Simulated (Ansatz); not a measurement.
## Relative stability

The two ends of one reaction step of InH₅SO₂, closed shell (PBE0-D4/def2-TZVP).

A:

```json
{"atom": "In1", "x (Å)": "0.5951", "y (Å)": "0.1069", "z (Å)": "0.0752"}
{"atom": "S2", "x (Å)": "0.6826", "y (Å)": "2.4174", "z (Å)": "-0.4135"}
{"atom": "O3", "x (Å)": "0.2602", "y (Å)": "-0.6829", "z (Å)": "1.8600"}
{"atom": "O4", "x (Å)": "0.9281", "y (Å)": "-1.2139", "z (Å)": "-1.3529"}
{"atom": "H5", "x (Å)": "-2.3270", "y (Å)": "-0.1776", "z (Å)": "-0.3374"}
{"atom": "H6", "x (Å)": "-2.1859", "y (Å)": "-0.4855", "z (Å)": "0.3312"}
{"atom": "H7", "x (Å)": "0.9908", "y (Å)": "2.1818", "z (Å)": "-1.7009"}
{"atom": "H8", "x (Å)": "0.1743", "y (Å)": "-0.0314", "z (Å)": "2.5598"}
{"atom": "H9", "x (Å)": "0.8816", "y (Å)": "-2.1147", "z (Å)": "-1.0215"}
```

B:

```xyz
9
angstrom
In -0.5010 -0.6506 0.3663
S -0.0868 2.0246 -0.4775
O 0.7837 -0.7474 1.8871
O 0.6451 -0.9330 -1.2698
H -1.1295 2.0405 -1.3251
H -2.1933 -0.8166 0.3860
H 0.6261 1.1904 -1.2809
H 0.3688 -0.7743 2.7512
H 1.4867 -1.3336 -1.0374
```

Computed with Ansatz 0.2.0 (basis: def2-TZVPP); correlated methods freeze the cores. Filled d shells of the heavier atoms are correlated. Core potentials replace the inner electrons of the atoms past krypton. The def2 sets are not built for correlating such inner shells, so the correlated values are less sure here. B3LYP uses VWN-RPA correlation.

(1) Which structure is lower at CCSD(T), and by how much? (Judge from chemistry; the value comes from the calculation.)

(2) Do the other methods give the same order? (Judge from chemistry; the calculation decides.)

No T1 diagnostic of these runs exceeds 0.016.

## Answers

(1) The calculation gives: A, by 6.27 kcal/mol (electronic energy, against the other). By their contacts, A is a complex of InH₃SO₂ ([OH][In]([OH])[SH]) + H₂ and B is InH₅SO₂ ([OH][InH]([OH])[SH2]).

(2) Computed: Not all: SPW92 gives the other order.

| method | E(B) − E(A) (kcal/mol) |
| --- | --- |
| SPW92 | -0.37 |
| PBE-D4 | 5.67 |
| BLYP-D4 | 6.60 |
| r2SCAN-D4 | 5.66 |
| B97M-V | 4.11 |
| PBE0-D4 | 5.31 |
| B3LYP-D4 | 5.96 |
| r2SCAN0-D4 | 5.32 |
| BHLYP-D4 | 5.51 |
| CAM-B3LYP-D4 | 4.40 |
| wB97X-V | 5.34 |
| wB97M-V | 5.21 |
| B2PLYP | 7.00 |
| PBE-QIDH | 6.09 |
| RPA on PBE | 6.24 |
| HF | 8.01 |
| MP2 | 7.76 |
| CCSD | 5.96 |
| CCSD(T) | 6.27 |

Labels in which every atom is bracketed show which atoms are joined, not bond orders.

For scale, one of the runs: CCSD(T)/def2-TZVPP, 224 basis functions, launched by `ansatz run in.yaml --threads 4 --pin off --events-out ev --progress --plain --max-ram 9574MiB`. Hardware: 4 CPU threads of an Intel Xeon, shared host. Wall time 3.1 min; peak host memory 4 GiB.
